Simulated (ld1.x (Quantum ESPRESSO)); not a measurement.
revPBE RRKJ dataset for tin (Sn), non-relativistic all-electron reference.

The input file (ld1.x (Quantum ESPRESSO) 7.5):

```
&input
   title='Sn', zed=50., rel=0, dft='REVPBE', iswitch=3,
   config='[Kr] 4d10 5s2 5p1 5d-2',
   nld=3, rlderiv=2.90, eminld=-3.0, emaxld=5.0, deld=0.02
 /
 &inputp
   pseudotype=2, tm=.false., rho0=0.01, lloc=-1, rcloc=1.30,
   nlcc=.true.,
   file_pseudopw='Sn.UPF', file_wfcaegen='ae.wfc', file_wfcncgen='nc.wfc', file_beta='beta', file_chi='chi'
 /
3
5S  1  0   2.00   0.00  1.55  1.55  0.0
5P  2  1   1.00   0.00  2.65  2.65  0.0
5D  3  2  -2.00   0.05  2.10  2.10  0.0
 &test
   configts(1)='5s2 5p1'
 /
```

Command:

```bash
ld1.x < Sn.in > Sn.out
```

The program printed (shortened: banner, matrices, multipoles, cross overlaps and the repeated all-electron block are left out):

```
[... start of the log left out ...]
     s(3S/3S) =  1.000000  <r> =   0.3525  <r2> =    0.1419  r(max) =   0.3208
     s(3P/3P) =  1.000000  <r> =   0.3435  <r2> =    0.1367  r(max) =   0.3051
     s(4S/4S) =  1.000000  <r> =   0.8490  <r2> =    0.8153  r(max) =   0.7695
     s(4P/4P) =  1.000000  <r> =   0.8989  <r2> =    0.9229  r(max) =   0.7989
     s(3D/3D) =  1.000000  <r> =   0.3146  <r2> =    0.1173  r(max) =   0.2530
     s(4D/4D) =  1.000000  <r> =   1.0858  <r2> =    1.3983  r(max) =   0.8829
     s(5S/5S) =  1.000000  <r> =   2.3972  <r2> =    6.5076  r(max) =   2.0657
     s(5P/5P) =  1.000000  <r> =   2.9332  <r2> =    9.8463  r(max) =   2.4608

     ------------------------ End of All-electron run ------------------------

     --------------------- Generating NC pseudopotential ---------------------

      Generating local potential from pseudized AE potential:
      Matching radius rcloc =   1.3000

      Local pseudo, rcloc= 1.301 Estimated cut-off energy=    14.58 Ry

      Computing core charge for nlcc:

       r > 1.80 : true rho core
       r < 1.80 : rho core = a sin(br)/r    a=   3.18  b=   1.51

      Integrated core pseudo-charge :   4.85
     Message from routine compute phi:
     negative determinant

      ld=   1.107797 f2ae -1.735616 faenor  0.122605
           0        1244        1243   100.78373611682032

 %%%%%%%%%%%%%%%%%%%%%%%%%%%%%%%%%%%%%%%%%%%%%%%%%%%%%%%%%%%%%%%%%%%%%%%%%%%%%%
     Error in routine compute_chi (1):
     n is too large
 %%%%%%%%%%%%%%%%%%%%%%%%%%%%%%%%%%%%%%%%%%%%%%%%%%%%%%%%%%%%%%%%%%%%%%%%%%%%%%

     stopping ...
```

The run stopped because the Bessel-function wave could not be built (negative determinant in compute_phi), and the routine for χ then failed on it.

The run took about 0.1 s on one core of a shared server CPU.
